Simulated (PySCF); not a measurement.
Species: Se(OMe)F5, CH3F5OSe.
Cartesian coordinates in Å at the PBE0-D3(BJ)/def2-SVP level; atoms count from 1:
```xyz
11
CH3F5OSe angstrom
Se    -0.519   -0.156   -0.916
O     -0.350   -0.423    0.791
C      0.743    0.150    1.501
H      1.707   -0.182    1.092
H      0.628   -0.228    2.525
H      0.686    1.247    1.504
F     -0.720    0.085   -2.600
F      1.139   -0.521   -1.230
F     -2.173    0.227   -0.705
F     -0.114    1.518   -0.790
F     -0.928   -1.801   -1.139
```

Computed, not measured: TDDFT B3LYP/def2-SVPD, vertical, gas phase, core orbitals frozen in the response (PySCF). The B3LYP/def2-SVPD calculation is non-relativistic and has no spin–orbit coupling, an omission that weighs most on selenium.

Kohn–Sham orbitals with the atoms that hold most of them (Löwdin shares over 4%, at most four atoms; ? is withheld):

```
orbital  ε (eV)                             atoms
 HOMO-3  -12.00   F7 42%, F9 13%, F8 12%, F11 12%
 HOMO-2  -11.94  F9 26%, F11 26%, F10 24%, F8 24%
 HOMO-1  -10.68    O2 43%, C3 22%, H5 11%, Se1 5%
   HOMO   -9.68                                 ?
   LUMO   -3.82                                 ?
 LUMO+1    0.12   Se1 27%, C3 20%, H5 11%, H6 10%
 LUMO+2    0.60     Se1 47%, O2 13%, C3 8%, F9 7%
```

Question: Which atoms hold the LUMO, and with what shares?

Answer: Se1 (bonded to 5 F and O) 20%; F7 (bonded to Se) 14%; O2 (bonded to C and Se) 14%; F8 (bonded to Se) 12%. By element: fluorine 26% or more, selenium 20%, oxygen 14%.

Question: Give the leading atoms of the HOMO.

Answer: O2 (bonded to C and Se) 57%; C3 (bonded to O and 3 H) 17%; H6 (bonded to C) 8%; H4 (bonded to C) 7%. By element: oxygen 57%, carbon 17%, hydrogen 15% or more.

Question: How does S1 compare with the orbital gap of 5.86 eV?

Answer: S1 is at 4.58 eV (f = 0.0016), 1.29 eV below the gap, made of HOMO→LUMO (99%). Without the coupling terms of the response equations the lowest excitation would equal the gap.

Question: Give energy, strength and leading configuration of S1, S2 and S3, and follow the Löwdin shares of the leading atoms from the occupied to the empty orbital.

Answer: 
- S1 (4.58 eV, f 0.0016), HOMO→LUMO (99%): O2 57% → 14%, C3 17% → at most 13%, Se1 at most 8% → 20%, F7 at most 8% → 14%
- S2 (5.96 eV, f 0.055), HOMO-1→LUMO (96%): O2 43% → 14%, C3 22% → at most 13%, Se1 5% → 20%, F7 at most 5% → 14%
- S3 (6.62 eV, f 0.0000), HOMO-2→LUMO (99%): F9 26% → at most 13%, F11 26% → at most 13%, Se1 at most 1% → 20%, F7 at most 1% → 14%

Löwdin shares depend on the basis, the more so with diffuse functions.
